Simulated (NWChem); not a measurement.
System: CH₄ClFOSi; SMILES F[Si@@H](OC)Cl

Input file for NWChem:

```
start job
memory heap 200 mb stack 900 mb global 1100 mb
geometry units angstroms noautoz
  C     -0.920610     2.049191    -0.478866
  O     -0.125747     1.444516     0.533164
  Si     0.522467    -0.069828     0.492694
  F      1.724026    -0.164811    -0.604748
  Cl    -0.904952    -1.449366    -0.091225
  H     -1.710505     1.357606    -0.844961
  H     -0.297688     2.365709    -1.343223
  H     -1.407038     2.946370    -0.047735
  H      1.061196    -0.369030     1.840249
end
basis spherical
  * library 6-31g*
end
dft
  xc b3pw91
  iterations 150
  mulliken
end
task dft energy
```

Geometry: optimised at PBE-D3(BJ)/def2-SVP.

Q: What results follow from this input? (B3PW91/6-31G* (spherical d).) Quantities: energy (Ha); highest occupied level (eV); orbital gap (eV); dipole (D).

A: 
| Quantity | Result |
|---|---|
| energy (Ha) | -965.22 |
| highest occupied level (eV) | -8.60 |
| orbital gap (eV) | 9.44 |
| dipole (D) | 1.51 |
